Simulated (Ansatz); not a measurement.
Reaction (formal hydrolysis of the Si–Si bond): `C[SiH2][SiH2]F` + H₂O → `C[SiH2]O` + `F[SiH3]`

Isolated molecules relaxed with PBE0-D4/def2-TZVP in Ansatz; ΔE leaves out vibrations. CCSD(T)/CBS adds triple-zeta CCSD(T) − MP2 to the extrapolated MP2 energy (def2 sets, frozen cores). This one scheme is used for every species. Functionals use def2-TZVPP. B3LYP here is the variant with VWN-RPA as its local correlation; programs differ in this. HSE06 is defined as in plane-wave codes. Each species was taken in one conformer, which may not be the lowest.

(1) Is it downhill or uphill in electronic energy at CCSD(T)/CBS, and by how much? (Estimate.)

(2) What do these levels give: revPBE-D4, B97M-V, PBE0-D4, r2SCANh-D4, HSE06-D4, CAM-B3LYP-D4, BLYP, B3LYP, CCSD/def2-SVP, HF/def2-QZVPP, HF/CBS(def2), CCSD/CBS(def2)? (Estimate.)

(3) What do rigid-rotor, harmonic-oscillator terms from PBE0-D4/def2-TZVP frequencies (298.15 K, 1 bar) make of the CCSD(T)/CBS value? (Best estimate.)

Largest T1 diagnostic among the species: 0.012.

## Answers

(1) Ansatz gave: Downhill: ΔE = -1.01 eV.

(2) Ansatz gave: revPBE-D4 -0.77, B97M-V -1.00, PBE0-D4 -0.85, r2SCANh-D4 -0.99, HSE06-D4 -0.84, CAM-B3LYP-D4 -1.09, BLYP -1.02, B3LYP -1.07, CCSD/def2-SVP -1.01, HF/def2-QZVPP -1.31, HF/CBS(def2) -1.31, CCSD/CBS(def2) -1.04 eV.

(3) The calculation gave: ΔZPE = -0.01 eV, ΔH = -1.06 eV, ΔS = -4 J/(mol·K), ΔG = -1.04 eV.

In def2-TZVPP, CCSD(T) changes the Hartree–Fock value by +0.26 eV (the triples alone add +0.03 eV) and MP2 by +0.18 eV. From PBE to PBE0 (25 % exact exchange), in def2-TZVPP and without D4, ΔE moves by −0.07 eV. Leaving LDA and LC-ωPBE aside and taking each functional with its dispersion term where it has one, the values, not all of them listed here, spread over 0.33 eV, from B2PLYP to revPBE-D4.
